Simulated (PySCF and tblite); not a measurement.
The numbers below are computed, except where a source is named.
C₉H₁₂, numbered as in [CH:1]#[C:2][C@H:3]1[CH2:4][C@@H:5]2[CH2:6][CH2:7][C@@H:8]2[CH2:9]1.

Conformers came from 60 starts (ETKDG, MMFF94s, GFN2-xTB); geometries are GFN2-xTB. Weights use PBE0-D3(BJ)/pcSseg-1 energies plus GFN2-xTB zero-point and thermal terms (modes under about 100 cm⁻¹ blended into free rotors). Symmetry numbers and mirror images are counted. Conformers within 2.5 kcal/mol (GFN2-xTB free energy) were kept, 2 at most. GIAO shieldings: PBE0/pcSseg-1. Shifts are against TMS (¹H), TMS (¹³C) at the same level; of two unlike H on one atom, a is the less shielded. Run with PySCF (density fitting) and tblite.

Q: List the conformer-averaged shifts at 298.15 K.

A: ¹H: 2.96 (H3, 1H), 2.69 (H5/H8, 2H), 2.23 (H6a/H7a, 2H), 1.83 (H4a/H9a, 2H), 1.76 (H4b/H9b, 2H), 1.49 (H1, 1H), 1.31 (H6b/H7b, 2H) ppm. ¹³C: 92.6 (C2), 74.9 (C1), 46.1 (C4/C9), 39.3 (C5/C8), 29.9 (C3), 25.1 (C6/C7) ppm.

Q: How do the conformers differ?

A: The 4-ring runs over atoms 5–6–7–8. The 5-ring runs over atoms 3–4–5–8–9.
```csv
conformer,shape,weight %
1,"4-ring flat; 5-ring envelope (ring torsions -23, 0, 23, -37, 37°)",98.9
2,"4-ring flat; 5-ring envelope (ring torsions 22, 1, -24, 37, -37°)",1.1
```

```json
{"signal": "H1", "1": "1.49", "2": "1.42", "average": "1.49"}
{"signal": "H3", "1": "2.96", "2": "3.01", "average": "2.96"}
{"signal": "H4a/H9a", "1": "1.83", "2": "1.55", "average": "1.83"}
{"signal": "H4b/H9b", "1": "1.76", "2": "2.37", "average": "1.76"}
{"signal": "H5/H8", "1": "2.69", "2": "2.90", "average": "2.69"}
{"signal": "H6a/H7a", "1": "2.23", "2": "2.40", "average": "2.23"}
{"signal": "H6b/H7b", "1": "1.31", "2": "1.47", "average": "1.31"}
{"signal": "C1", "1": "74.9", "2": "75.3", "average": "74.9"}
{"signal": "C2", "1": "92.6", "2": "94.6", "average": "92.6"}
{"signal": "C3", "1": "29.8", "2": "36.6", "average": "29.9"}
{"signal": "C4/C9", "1": "46.1", "2": "47.8", "average": "46.1"}
{"signal": "C5/C8", "1": "39.3", "2": "37.7", "average": "39.3"}
{"signal": "C6/C7", "1": "25.1", "2": "26.4", "average": "25.1"}
```

GFN2-xTB leaves a saturated small ring flat here that puckers in reality. Shifts are unscaled: against experiment ¹³C can be off by 15 ppm or more and ¹H by 0.8 ppm.
